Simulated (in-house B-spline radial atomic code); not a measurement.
Successive ionisation energies of rubidium; each step leads to the configuration of the next row (after the last: bare). Dirac energy differences include first-order Breit, QED and recoil terms. NIST's values go from ground level to ground level; the uncertainty of those that are theory runs from under 0.1 % in few-electron ions to several per cent in heavy many-electron ones. Computed with an all-electron radial atomic-structure program (B-spline basis): Dirac-Hartree-Fock, jj configuration that fills j = l - 1/2 first, finite nuclei.

A number in brackets counts the electrons of a j subshell.

| ion | configuration | ionisation energy (eV) | tabulated value (eV) | tabulated kind | computed minus tabulated (eV) | highest orbital | largest mean radius (bohr) |
| --- | --- | --- | --- | --- | --- | --- | --- |
| Rb23+ | [Ne] 3s2 3p1/2(2) | 1075.8 | 1080 | semi-empirical | -4 | 3p1/2 | 0.43963 |
| Rb24+ | [Ne] 3s2 3p1/2(1) | 1133.0 | 1125 | semi-empirical | 8 | 3p1/2 | 0.43592 |
| Rb25+ | [Ne] 3s2 | 1237.2 | 1242.5 | semi-empirical | -5 | 3s1/2 | 0.43226 |
| Rb26+ | [Ne] 3s1 | 1293.8 | 1294.57 | semi-empirical | -1 | 3s1/2 | 0.42823 |
| Rb27+ | [He] 2s2 2p6 | 3129.0 | 3133.3 | semi-empirical | -4 | 2p3/2 | 0.17356 |
| Rb28+ | [He] 2s2 2p1/2(2) 2p3/2(3) | 3282.3 | 3281 | semi-empirical | 1 | 2p3/2 | 0.17206 |
| Rb29+ | [He] 2s2 2p1/2(2) 2p3/2(2) | 3438.5 | 3443 | semi-empirical | -4 | 2p3/2 | 0.17059 |
| Rb30+ | [He] 2s2 2p1/2(2) 2p3/2(1) | 3597.7 | 3600 | semi-empirical | -2 | 2p3/2 | 0.16913 |
| Rb31+ | [He] 2s2 2p1/2(2) | 3817.8 | 3815 | semi-empirical | 3 | 2p1/2 | 0.16769 |
| Rb32+ | [He] 2s2 2p1/2(1) | 3992.5 | 3988 | semi-empirical | 4 | 2p1/2 | 0.16624 |
| Rb33+ | [He] 2s2 | 4206.8 | 4214 | semi-empirical | -7 | 2s1/2 | 0.1648 |
| Rb34+ | [He] 2s1 | 4356.7 | 4356.865 | tabulated theory | 0 | 2s1/2 | 0.16349 |
| Rb35+ | 1s2 | 18304.0 | 18305.89 | tabulated theory | -2 | 1s1/2 | 0.039957 |
| Rb36+ | 1s1 | 18965.5 | 18965.55 | tabulated theory | 0 | 1s1/2 | 0.039537 |

Problem. Where is the largest jump?

Solution. From Rb34+ to Rb35+, by a factor of 4.20 (4356.7 to 18304 eV); the highest orbital goes from 2s1/2 to 1s1/2.

Problem. How far is this level of theory from the measured and semi-empirical values?

Solution. Over those 11 rows the differences run from -7.22 to +8.04 eV (mean absolute value 4.1 eV). The calculation leaves out correlation and, in open shells, the multiplet splittings that an average leaves out.
